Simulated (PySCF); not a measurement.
## Exercise with solution: chemical shift, span and skew from a shielding tensor

Si(Cl)(H)(SMe)2 (C2H7ClS2Si), SMILES CS[SiH](Cl)SC. Atoms are numbered in the order given.

```xyz
13

Si     0.0026     0.4450     0.2026
Cl     0.5914     0.4368     2.2009
S      1.1656    -0.8854    -1.0081
C      2.6941     0.1243    -1.1852
S     -2.0283    -0.2180     0.1669
C     -2.3784     0.0387    -1.6237
H      0.1976     1.8476    -0.3050
H      3.3584    -0.4275    -1.8762
H      3.2028     0.2388    -0.2090
H      2.4731     1.1204    -1.6157
H     -2.3743     1.1153    -1.8823
H     -1.6491    -0.5050    -2.2536
H     -3.3911    -0.3701    -1.7994
```

Geometry: PBE-D3(BJ)/def2-SVP. The values are those of a single conformer.

GIAO shieldings from PBE/pcSseg-1 in PySCF, non-relativistic, no solvent. The symmetric part of the tensor of C4 has the principal values 147.5, 155.0, 184.5 ppm. The same nucleus in TMS has σ = 182.0 ppm at this level (PySCF, at its B3LYP-D3(BJ)/def2-TZVP geometry). Without spin–orbit terms, shifts of atoms bonded to Cl or Br come out too high.

Q: Work out the isotropic shielding, the ¹³C shift against TMS, the span and the skew.

A: 
σ(iso) = (σ11 + σ22 + σ33)/3 = 162.3 ppm. δ = σ(ref) − σ(iso) = 182.0 − (162.3) = 19.7 ppm.
Span Ω = σ33 − σ11 = 37.0 ppm. Skew κ = 3(σ(iso) − σ22)/Ω = 0.59. Tumbling in solution averages the tensor to δ; in a static solid the shielding alone would spread this spin-1/2 line over Ω.
